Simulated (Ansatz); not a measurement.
`[CH3][SnH2][BH][SiH3]`, relaxed with RKS PBE-D4/def2-SVP in the Gaussian-basis code of Ansatz from a rough embedded geometry. The force threshold is 0.03 eV/Å; the program also tests the step.

Total charge 0; spin multiplicity 1. Sn: def2 effective core potential.

Start:

```xyz
13

C    -1.422   -1.254    0.925
Sn    0.337   -1.406   -0.195
B     1.345    0.542   -0.075
Si    0.529    2.171   -0.624
H    -1.244   -1.052    2.002
H    -2.020   -2.266    0.887
H    -2.090   -0.475    0.542
H    -0.017   -1.746   -1.829
H     1.389   -2.706    0.461
H     2.483    0.594    0.378
H    -0.760    2.307    0.088
H     0.170    2.002   -2.089
H     1.299    3.289   -0.471
```

Question: How much energy does the relaxation release, and in how many steps? (Best estimate.)

Answer: Computed: 51.25 kJ/mol, in 5 steps.

Question: Which bonds change most? (An estimate is asked.)

Answer: Ansatz gave: Si4–H13 from 1.367 to 1.507 Å; B3–Si4 from 1.903 to 2.013 Å; C1–Sn2 from 2.091 to 2.185 Å; C1–H6 from 1.176 to 1.107 Å.

Question: Give the relaxed structure. (Best estimate.)

Answer: Computed: 
```xyz
13

C    -1.478   -1.298    0.972
Sn    0.387   -1.439   -0.158
B     1.482    0.540   -0.065
Si    0.517    2.201   -0.666
H    -1.261   -1.134    2.045
H    -2.050   -2.238    0.854
H    -2.076   -0.450    0.586
H    -0.057   -1.799   -1.799
H     1.294   -2.793    0.437
H     2.620    0.567    0.367
H    -0.831    2.263    0.017
H     0.237    2.063   -2.146
H     1.213    3.519   -0.444
```
